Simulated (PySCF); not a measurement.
Ligands exchanged one at a time, In OH-SH. Gas-phase values, no solvent. One relaxed conformer stands for each flexible species; it need not be the lowest. Strings in code marks are SMILES.

The HOMO from two functionals at the same geometries (CAM-B3LYP-D3(BJ)/def2-TZVP), both in PySCF: PBE-D3(BJ)/def2-TZVP and CAM-B3LYP-D3(BJ)/def2-TZVP. 

| species | PBE-D3(BJ)/def2-TZVP (eV) | CAM-B3LYP-D3(BJ)/def2-TZVP (eV) |
|---|---|---|
| 1 of 3 OH replaced by SH (`[In]([SH])([OH])[OH]`) | -6.56 | -9.22 |
| 2 of 3 OH replaced by SH | -6.41 | -8.95 |
| 3 of 3 OH replaced by SH (`[SH][In]([SH])[SH]`) | -6.39 | -8.90 |

Over these rows, drawn at random from the members with no instability flagged (it was tested for open shells, ions and some series alone), PBE minus CAM-B3LYP-D3(BJ): mean +2.57 eV, from +2.51 eV to +2.65 eV.
